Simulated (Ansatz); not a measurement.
```yaml
crystal:
  periodic: [true, true, true]
  atoms:
    - {symbol: As, position_ang: [0.528759, -1.489692, 0.390830]}
    - {symbol: In, position_ang: [0.181511, 1.081864, -0.025739]}
    - {symbol: H, position_ang: [-0.819192, -1.652963, 1.078642]}
    - {symbol: H, position_ang: [-0.161896, -1.839706, -1.011100]}
    - {symbol: H, position_ang: [0.603023, 1.757254, -1.572563]}
    - {symbol: H, position_ang: [-0.400476, 2.080791, 1.186429]}
basis:
  gaussian: {orbitals: def2-TZVPD}
magnetization: {spin_polarized: true, initial_magnetization: 0}
hamiltonian: {xc: {name: HSE06}, dispersion: d4, pseudopotentials: {relativity: scalar}}
output: {forces: true}
```

```sh
$ ansatz run in.yaml --threads 2 --pin off --events-out ev --progress --plain --max-ram 4352MiB
```

It prints (some lines left out):

```
Error: YAML parse error: error: line 2 column 3: crystal: missing field `lattice` (a structure is typed as `lattice` and `atoms`, a molecule's as `atoms` in Å alone, or read from a run's directory, `checkpoint`)
 --> <input>:2:3
1 | crystal:
2 |   periodic: [true, true, true]
3 |   atoms:
4 |     - {symbol: As, position_ang: [0.528759, -1.489692, 0.390830]}
```

Task: What is wrong with this run?

Result: The molecule is marked periodic without a cell. The input was rejected before any iteration.

HSE06 is defined as in plane-wave codes.
